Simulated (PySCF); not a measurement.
Molecule: SMILES Cc1cc(F)cc(F)c1, C₇H₆F₂.

Bonds (- single, = double, # triple, : aromatic): C1-C2, C2:C3, C3:C4, C4-F5, C4:C6, C6:C7, C7-F8, C7:C9, C9:C2. C1 carries H10, H11, H12; C3 carries H13; C6 carries H14; C9 carries H15.

Frames of a GFN2-xTB Langevin trajectory at 300 K; GIAO PBE0/pcSseg-1 shieldings in PySCF, gas phase, non-relativistic; equivalent atoms averaged within each frame.

δ = σ(ref) − σ, references computed at the same level: 13C (σref 186.93) and 1H (σref 31.72) against TMS; 19F (σref 170.95) against CFCl3. The references are static minima.

Question: How do the shifts (ppm) fluctuate along the trajectory?

Answer: 
| time (fs) | C4/C7 | C2 | C6 | C3/C9 | C1 | F5/F8 | H14 | H13/H15 | H10/H11/H12 |
| --- | --- | --- | --- | --- | --- | --- | --- | --- | --- |
| 250 | 177.3 | 138.3 | 114.8 | 113.4 | 30.3 | -108.8 | 7.12 | 7.05 | 2.93 |
| 425 | 174.8 | 145.7 | 105.3 | 117.1 | 26.7 | -99.6 | 7.19 | 7.48 | 2.45 |
| 625 | 175.2 | 146.2 | 104.8 | 113.5 | 28.0 | -108.6 | 6.67 | 6.43 | 2.90 |
| 800 | 171.4 | 151.2 | 103.1 | 121.4 | 24.3 | -116.6 | 6.15 | 7.23 | 2.60 |
| 1000 | 179.0 | 149.3 | 114.9 | 119.2 | 26.0 | -104.0 | 7.93 | 6.90 | 2.64 |
| mean of frames | 175.5 | 146.1 | 108.6 | 116.9 | 27.1 | -107.5 | 7.01 | 7.02 | 2.71 |
| standard deviation | 2.9 | 4.9 | 5.8 | 3.5 | 2.2 | 6.3 | 0.66 | 0.39 | 0.21 |

5 frames give an uncertainty of the mean of about the standard deviation over 2.2 at best, since frames this close in time may not be independent; classical motion lacks zero-point vibration, and the reference would need the same averaging.
